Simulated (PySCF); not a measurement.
PySCF job for B(F)(Me)(OMe) (C2H6BFO), SMILES B(C)(F)OC, PBE0/pcSseg-1. Geometry: r2SCAN-D4/def2-SVP. Other conformers were not sampled.

```python
import numpy as np
from pyscf import gto, scf, dft
from pyscf.prop.nmr import rks as nmr

mol = gto.M(
    atom='''
    B    -0.05605648    0.00465185    0.53114991
    F    -0.56923977   -0.43442752    1.68494731
    C     0.93437304    1.22302799    0.51617845
    H     1.82772353    1.02486629   -0.09846631
    H     1.25832231    1.50466123    1.52795786
    H     0.44341730    2.10383226    0.06532471
    O    -0.47420887   -0.66630269   -0.56762921
    C    -0.03092328   -0.33273250   -1.86551568
    H     1.03393812   -0.58727414   -2.00523282
    H    -0.62254896   -0.91163783   -2.58898114
    H    -0.16443943    0.74078903   -2.08382053
    ''',
    basis='pcSseg-1',
    charge=0,
    spin=0,
    max_memory=1600,
    verbose=3,
)
mf = dft.RKS(mol, xc='pbe0')
mf.grids.level = 3
mf.conv_tol = 1e-10
mf.max_cycle = 100
mf.kernel()
n = nmr.NMR(mf)
n.verbose = 2
n.max_cycle_cphf = 60
sigma = n.kernel()
print('atom   isotropic/ppm   span/ppm')
for i, s in enumerate(sigma):
    w = np.linalg.eigvalsh((s + s.T) / 2)
    print(f'{mol.atom_symbol(i):2s}{i + 1:3d} {w.mean():14.3f} {w[2] - w[0]:11.3f}')
```

Output:

```
converged SCF energy = -279.518308310903
atom   isotropic/ppm   span/ppm
B   1         68.869      43.310
F   2        246.805     285.446
C   3        188.715      12.524
H   4         30.970       9.924
H   5         30.878      11.142
H   6         30.930      10.110
O   7        207.588     311.350
C   8        130.312      74.271
H   9         27.722       8.797
H  10         27.503       9.621
H  11         27.827       8.514
```

The calculation finished and met its thresholds.
